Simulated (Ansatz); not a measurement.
Ru2H⁻. The state is a singlet with charge -1. Geometry relaxed at r2SCAN-D4/def2-TZVPD.

```
atom   x (Å)   y (Å)   z (Å)
 Ru1   0.213   0.566  -0.196
 Ru2  -0.921   0.097   1.384
  H3   0.708  -0.663  -1.188
```

In the def2 sets Ru takes a core potential; there is no spin–orbit coupling. The restricted singlet is unstable: a solution with broken spin symmetry lies lower. The geometry of the singlet was relaxed on an unsound state (restricted singlet, unstable towards broken spin symmetry). At PBE0-D4/def2-TZVPD a quintet of charge -1 lies 1.08 eV below the restricted singlet, each at its own geometry. The structure comes from a short search, and lower isomers may exist.

**Question.** Estimate the harmonic wavenumbers at RKS r2SCAN-D4/def2-TZVPD (Ansatz, unscaled). Is this a minimum?

**Answer.** 316, 467, 1766 cm⁻¹. Yes, no mode is imaginary beyond noise. Zero-point energy 15.2 kJ/mol. Run time 21 s (4 threads of Arm Neoverse V2 on a shared host).
